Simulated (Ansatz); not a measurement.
`[NH2][GaH][OH]` + H₂ → `[NH2][GaH2]` + H₂O at 600 K and 1 bar (hydrogenolysis of a Ga–O bond).

Gas-phase electronic energies from Ansatz, PBE0-D4/def2-TZVP geometries. CCSD(T)/CBS adds triple-zeta CCSD(T) − MP2 to the extrapolated MP2 energy (def2 sets, frozen cores). This one scheme is used for every species. For Ga outer-core shells are correlated without core-valence functions, which leaves a few kJ/mol of doubt a bond. Scalar relativity is left out up to krypton. One conformer a species, not always the lowest.

| species | CCSD(T)/CBS energy (Eh) | H − E (kJ/mol) | S (J/(mol·K)) |
| --- | --- | --- | --- |
| `[NH2][GaH][OH]` | -2056.27372 | 166.7 | 374.1 |
| H₂ | -1.17544 | 43.9 | 150.8 |
| `[NH2][GaH2]` | -1981.05479 | 138.9 | 317.7 |
| H₂O | -76.37941 | 76.8 | 212.8 |

H − E and S are ideal-gas, rigid-rotor, harmonic terms from PBE0-D4/def2-TZVP, for one conformer and one mirror image of each species. The MP2-based limit puts H₂ 0.8 mEh under its directly extrapolated value; such offsets cancel only in part. 1 Eh = 2625.50 kJ/mol, R = 8.31446 J/(mol·K).

Q: By hand: ΔE, ΔH, ΔS and ΔG.

A: ΔE = (-1981.05479) + (-76.37941) − (-2056.27372) − (-1.17544) = 0.01496 Eh = 39.3 kJ/mol. Δ(H − E) = 138.9 + 76.8 − 166.7 − 43.9 = 5.1, so ΔH = 44.4 kJ/mol. ΔS = 317.7 + 212.8 − 374.1 − 150.8 = 5.6 J/(mol·K). ΔG = 44.4 − 600 × (5.6)/1000 = 41.0 kJ/mol.

Q: By hand: the equilibrium constant, and the temperature at which ΔG would vanish if ΔH and ΔS stayed fixed.

A: log₁₀ K = −ΔG/(RT ln 10) = -3.6. ΔG = 0 at ΔH/ΔS = 7929 K, far beyond where these terms or the molecules hold.

The number of gas molecules stays the same, so ΔS is small and ΔH decides. A doubt of 5 kJ/mol in ΔE shifts log₁₀ K by 0.4 here. Other conformers and mirror images would add mixing entropy, several J/(mol·K) or more a flexible species. These are equilibria of isolated gas molecules and say nothing of rates. Largest T1 diagnostic: 0.014 (customary marks: 0.02 for closed shells, 0.045 for open ones).
